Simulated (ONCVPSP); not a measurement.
**Co: excitation energies, all-electron against ONCV**

```
Element                 : Co
Generator               : ONCVPSP 4.0.1
Type                    : optimised norm-conserving Vanderbilt (ONCV)
Functional              : BLYP
Relativity              : scalar-relativistic
Frozen core             : [Ne]
Valence charge          : 17
Reference configuration : 3s2 3p6 3d7 4s2
Partial waves           : 3s+4s: rc 1.10 bohr, ncon 4, nbas 9, qcut 8.2 1/bohr, 2 projectors; 3p: rc 0.70 bohr, ncon 4, nbas 7, qcut 12.1 1/bohr, 2 projectors, debl 3.4 Ha; 3d: rc 0.90 bohr, ncon 3, nbas 7, qcut 15.6 1/bohr, 1 projector; f scattering state at 0.14 Ha: rc 1.00 bohr, ncon 4, nbas 9, qcut 12.9 1/bohr, 1 projector
Local potential         : polynomial inside 0.65 bohr (lpopt 5, dvloc0 4 Ha)
Core correction         : polynomial model core, fcfact 0.35
```

Energies are relative to the spin-unpolarised reference configuration 3s2 3p6 3d7 4s2; without spin polarisation the order of configurations can differ from experiment.

Task: Give the all-electron excitation energy and the error of the potential for: 3s2 3p6 3d7 4s1; 3s2 3p6 3d7 4s0; 3s2 3p6 3d6 4s0; 3s2 3p6 3d7 4s0 4p1.

Result:

| valence configuration | charge | ΔE all-electron (eV) | error AE − PS (meV) |
| --- | --- | --- | --- |
| 3s2 3p6 3d7 4s1 | +1 | 9.043 | -0.4 |
| 3s2 3p6 3d7 4s0 | +2 | 26.016 | -0.4 |
| 3s2 3p6 3d6 4s0 | +3 | 61.891 | -9.9 |
| 3s2 3p6 3d7 4s0 4p1 | +1 | 14.443 | -0.5 |
